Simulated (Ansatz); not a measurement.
Calculated with Ansatz (gas phase, PBE0-D4/def2-TZVP geometries, no zero-point term in ΔE). CCSD(T)/CBS adds triple-zeta CCSD(T) − MP2 to the extrapolated MP2 energy (def2 sets, frozen cores). This one scheme is used for every species. DFT in def2-TZVPP. For Ge outer-core shells are correlated without core-valence functions, which leaves a few kJ/mol of doubt a bond. Scalar relativity is left out up to krypton. One conformer a species, not always the lowest.

Reaction (formal hydrolysis of a Ge–C bond): `C#[C][GeH]([NH2])[SH]` + H₂O → `[NH2][GeH]([OH])[SH]` + `C#C`

| level | ΔE (kJ/mol) | difference from CCSD(T)/CBS |
| --- | --- | --- |
| ωB97M-V | -23.6 | -5.5 |
| B2PLYP | -24.5 | -6.4 |
| r2SCAN | -26.4 | -8.3 |
| MP2/def2-TZVPP | -13.3 | 4.8 |
| SCS-MP2/def2-TZVPP | -17.1 | 1.0 |
| CCSD/def2-TZVPP | -18.5 | -0.4 |
| CCSD(T)/def2-TZVPP | -16.9 | 1.2 |
| HF/def2-QZVPP | -30.9 | -12.8 |
| SCS-MP2/def2-QZVPP | -18.2 | -0.1 |
| CCSD/CBS(def2) | -19.7 | -1.6 |
| CCSD(T)/CBS | -18.1 | 0 |

Largest T1 diagnostic among the species: 0.013.

The D4 term adds +4.5 kJ/mol with B3LYP and +2.7 kJ/mol with PBE0; it sums over pairs of atoms, weighted by their polarisabilities, and B3LYP, whose exchange is more repulsive, gets the larger term. In def2-TZVPP, CCSD(T) changes the Hartree–Fock value by +12.9 kJ/mol (the triples alone add +1.6 kJ/mol) and MP2 by +16.5 kJ/mol.

B3LYP here is the variant with VWN-RPA as its local correlation; programs differ in this.
